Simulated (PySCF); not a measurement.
CH3ClMoO3, SMILES [O](C)[Mo](=[O])([Cl])=[O], multiplicity 1.

Geometry: B3LYP-D3(BJ)/def2-SVP. The geometry has at least one imaginary mode, so it is a saddle point at that level. The multiplicity is an assumed one; no other spin state was optimised. The structure was generated by enumeration; whether it is a known compound was not checked. The def2 effective core potentials stand for the cores of Mo; spin–orbit coupling is left out. Other conformers were not sampled.

Two levels are set side by side: TDDFT-PBE/def2-SVPD (PySCF) and TDDFT-PBE0/def2-SVPD (PySCF). Vertical, same geometry. The lowest singlet is HOMO−1→LUMO 99 % with PBE and HOMO−1→LUMO 92 % with the other functional; states are paired by order. Differences are taken from unrounded values.

```json
[
 {"quantity": "lowest singlet excitation (eV)", "TDDFT-PBE0": "4.69", "TDDFT-PBE": "4.31", "TDDFT-PBE minus TDDFT-PBE0": "-0.38"},
 {"quantity": "lowest triplet excitation (TDA) (eV)", "TDDFT-PBE0": "4.12", "TDDFT-PBE": "3.87", "TDDFT-PBE minus TDDFT-PBE0": "-0.25"}
]
```

Functionals without exact exchange tend to place singlet excitations lower, as here. Differences between two approximate levels are no errors against the true value.

Rough cost on one machine, each run with all the roots and properties that it gave: TDDFT-PBE0 against TDDFT-PBE about 4 times.
